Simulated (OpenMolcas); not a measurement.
# Levels of Ne4+ by method

```json
{"Program": "OpenMolcas", "Basis": "ANO-RCC-VTZP [4s3p2d1f]", "Scalar Hamiltonian": "DKH2, point nucleus", "Active space": "4 electrons in 8 orbitals (2s 2p 3s 3p)", "State averaging": "2S+1 = 3 even, 3 roots; 2S+1 = 1 even, 6 roots; 2S+1 = 5 odd, 1 root; 2S+1 = 3 odd, 9 roots; 2S+1 = 1 odd, 8 roots", "Spin-orbit coupling": "state interaction with AMFI integrals over the reference wave functions, term energies averaged over their components"}
```

Methods on the same reference wave functions:
A. CASSCF
B. SS-CASPT2, IPEA 0.25 Eh, imaginary shift 0.1 Eh (closed shells correlated: 1s)
C. XMS-CASPT2, IPEA 0.25 Eh, imaginary shift 0.1 Eh (closed shells correlated: 1s)

Energies in cm⁻¹ above 2s² 2p² ³P₀, the measured ground level; measured values from NIST levels in Podobedova, Fuhr, Reader and Wiese, J. Phys. Chem. Ref. Data 33, 525 (2004).

| Level | A | B | C | Measured |
| --- | --- | --- | --- | --- |
| 2s² 2p² ³P₀ | 0.0 | 0.0 | 0.0 | 0.0 |
| 2s² 2p² ³P₁ | 402 | 401 | 400 | 412 |
| 2s² 2p² ³P₂ | 1158 | 1156 | 1155 | 1110 |
| 2s² 2p² ¹D₂ | 32910 | 30860 | 30850 | 30292 |
| 2s² 2p² ¹S₀ | 59483 | 64050 | 64360 | 63914 |
| 2s 2p³ ⁵S°₂ | 78522 | 86650 | 86960 |  |
| 2s 2p³ ³D°₁ | 178971 | 175250 | 175480 |  |
| 2s 2p³ ³D°₂ | 178976 | 175260 | 175480 |  |
| 2s 2p³ ³D°₃ | 179002 | 175280 | 175510 |  |
| 2s 2p³ ³P°₀ | 208825 | 208370 | 208650 | 208193 |
| 2s 2p³ ³P°₁ | 208842 | 208390 | 208660 |  |
| 2s 2p³ ³P°₂ | 208874 | 208420 | 208690 |  |
| 2s 2p³ ¹D°₂ | 284766 | 272170 | 272450 | 270564 |
| 2s 2p³ ³S°₁ | 290662 | 280330 | 280640 |  |
| 2s 2p³ ¹P°₁ | 314418 | 304990 | 305290 |  |

Deviations, from unrounded energies. A percentage is the sum of absolute deviations over the sum of measured energies, with the sign that they share, or ± where signs differ.

| Against measurement | Levels | A | B | C |
| --- | --- | --- | --- | --- |
| mean absolute deviation (cm-1) | 6 | 3700 | 430 | 570 |
| fine structure of the ground term (%) | 2 | ±3.8 | ±3.8 | ±3.8 |
| other terms of the ground configuration (%) | 2 | ±7.5 | +0.8 | +1.1 |
| other configurations (%) | 2 | +3.1 | +0.4 | +0.5 |

B lies closest to measurement on these levels and A furthest from it. The largest miss of B in the table is 2s 2p³ ¹D°₂, by +1600 cm-1. The ranking rests on the paired levels alone, and a cruder setting can come out closer through cancelling errors.

Between B and C the level of the table that moves most is 2s 2p³ ³S°₁, by 320 cm-1 (lowest in B, highest in C). Moves below CASPT2's spread within the term are not significant.

From A to B the spin-free energies of the other terms of 2s² 2p² shown, above ³P, scale by factors of 0.94 to 1.08.

The lowest spin-free term lies below A's lowest term by 0.064 hartree in B, 0.066 hartree in C.

Term energies are means over components that CASPT2 splits; among the terms shown or strongly mixed into the levels shown the widest spread is 110 cm-1 (2s 2p³ ³D°, C). Active for correlation alone: 3p 3s; no level in the range computed is led by a configuration that fills them, so any true level of that kind is missing. Computed and measured levels are paired by configuration, term and J; levels that our copy of the source lacks, or whose pairing is in doubt (as where it misses far off the trend of its configuration), stay unpaired and out of the deviations. Levels of configurations outside the active space are missing.

° marks odd parity.
